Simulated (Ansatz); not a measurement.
Consider the cleavage of the Si–B bond: `C[SiH](F)BS` + H₂Se → `C[SiH](F)[SeH]` + `BS`.

Program: Ansatz. Geometries: PBE0-D4/def2-TZVP. ΔE: electronic, gas phase. CBS: MP2 limit from def2 TZ/QZ plus the TZ coupled-cluster correction, frozen cores. This one scheme is used for every species. DFT in def2-TZVPP. B3LYP here is the variant with VWN-RPA as its local correlation; programs differ in this. HSE06 is defined as in plane-wave codes. For Se outer-core shells are correlated without core-valence functions, which leaves a few kJ/mol of doubt a bond. Scalar relativity is left out up to krypton. One conformer a species, not always the lowest.

`C[SiH](F)BS`:

```xyz
11

C    -0.195    1.401   -0.564
Si   -0.576    0.115    0.730
F    -0.396    0.800    2.177
B     0.575   -1.526    0.617
S     1.281   -2.122   -0.884
H    -0.409    1.017   -1.566
H     0.853    1.706   -0.531
H    -0.816    2.287   -0.413
H    -2.009   -0.287    0.620
H     0.820   -2.220    1.558
H     0.872   -1.171   -1.745
```

H₂Se:

Z-matrix (Å, degrees):
```
Se
H 1 1.467
H 1 1.467 2 91.2
```

`C[SiH](F)[SeH]`:

Z-matrix (Å, degrees):
```
C
Si 1 1.852
H 1 1.092 2 110.4
H 1 1.092 2 110.8 3 120.1
H 1 1.093 2 110.2 3 -120.1
F 2 1.602 1 107.7 3 176.8
Se 2 2.267 1 112.6 3 -60.7
H 2 1.482 1 113.7 3 58.2
H 7 1.469 2 92.9 1 -44.3
```

`BS`:

Z-matrix (Å, degrees):
```
B
S 1 1.765
H 1 1.192 2 115.8
H 1 1.190 2 121.4 3 -180.0
H 2 1.344 1 99.2 3 180.0
```

```tsv
level	ΔE (kcal/mol)	difference from CCSD(T)/CBS
PBE-D4	-19.1	2.1
r2SCAN-D4	-20.8	0.4
r2SCAN0-D4	-21.4	-0.2
CAM-B3LYP-D4	-20.3	0.9
B3LYP	-20.6	0.6
r2SCAN0	-21.6	-0.4
HSE06	-20.4	0.8
BHLYP	-21.6	-0.4
CAM-B3LYP	-20.6	0.6
LC-ωPBE	-20.3	0.9
RPA@PBE/def2-TZVPP	-19.3	1.9
SCS-MP2/def2-TZVPP	-22.0	-0.8
CCSD/def2-TZVPP	-20.5	0.7
SCS-MP2/def2-QZVPP	-22.4	-1.2
MP2/CBS(def2)	-23.5	-2.3
CCSD/CBS(def2)	-21.4	-0.2
CCSD(T)/CBS	-21.2	0
```

Largest T1 diagnostic among the species: 0.015.

From BLYP to BHLYP (50 % exact exchange), in def2-TZVPP and without D4, ΔE moves by −1.6 kcal/mol. Leaving LDA and LC-ωPBE aside and taking each functional with its dispersion term where it has one, the values, not all of them listed here, spread over 2.5 kcal/mol, from PBE-QIDH to revPBE-D4. LDA lies +0.7 kcal/mol from PBE without D4.
